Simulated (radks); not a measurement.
All-electron atom: Pt V in [Kr] 4d10 4f14 5s1 5p6 5d6 6d1 (not the ground configuration). Method: scalar-relativistic Kohn-Sham, r2SCAN, spin-polarised, spherical densities, finite nucleus; open shells are filled with parallel spins first (spin-orbit coupling, left out, can overturn this in heavy ions); meta-GGA in the generalised Kohn-Sham scheme; Fermi nuclear charge, rms radius 5.427 fm; computed with a radial shooting solver on a logarithmic mesh with Libxc functionals.

Local quantities along the radius. ELF = 1/(1 + alpha^2) is the electron localisation function; alpha = (tau - tau_W)/tau_unif compares the Pauli kinetic energy density with that of the uniform gas (summed over spins); 4 pi r^2 rho is in e/bohr. tau is taken from the large components.

r (bohr)	ELF	alpha	4 pi r^2 rho
0.001191	0.999	0.02400	12.66
0.001628	0.999	0.02674	19.75
0.002206	0.999	0.03109	29.73
0.003014	0.999	0.03853	43.72
0.004084	0.997	0.05115	60.89
0.00558	0.994	0.07547	80.43
0.007562	0.985	0.1243	97.50
0.01033	0.946	0.2394	107.2
0.014	0.792	0.5130	105.6
0.01913	0.462	1.079	97.37
0.02592	0.335	1.408	98.26
0.03541	0.535	0.9324	120.0
0.04838	0.735	0.6001	144.1
0.06557	0.640	0.7498	136.5
0.08958	0.355	1.347	113.7
0.1214	0.525	0.9516	125.5
0.1659	0.717	0.6281	129.8
0.2248	0.388	1.256	85.62
0.3071	0.414	1.190	76.72
0.4162	0.718	0.6268	85.19
0.5686	0.529	0.9439	49.94
0.7706	0.309	1.496	24.35
1.053	0.608	0.8034	17.03
1.427	0.587	0.8384	8.783
1.949	0.182	2.121	2.410
2.663	0.029	5.753	0.6413
3.609	0.088	3.219	0.3948
4.93	0.037	5.119	0.1187
6.682	0.002	23.35	0.008906

On this mesh the ELF has minima near r = 0.026, 0.090, 0.26, 0.77, 2.7 bohr, which separate the shells, and maxima near 0.048 (0.74), 0.17 (0.72), 0.42 (0.72), 1.2 (0.65).

Self-consistent cycle (total energy in hartree, residual of the potential): 1: -18364.39847, 2e+01; 2: -18394.32319, 1e+01; 3: -18402.61054, 1e+00; 4: -18402.77589, 1e+00; 5: -18402.97144, 8e-02; 6: -18402.98582, 3e-02; 7: -18402.98605, 2e-02; 8: -18402.98614, 6e-04; 9: -18402.98614, 4e-05; 10: -18402.98614, 2e-05; 11: -18402.98614, 6e-06.
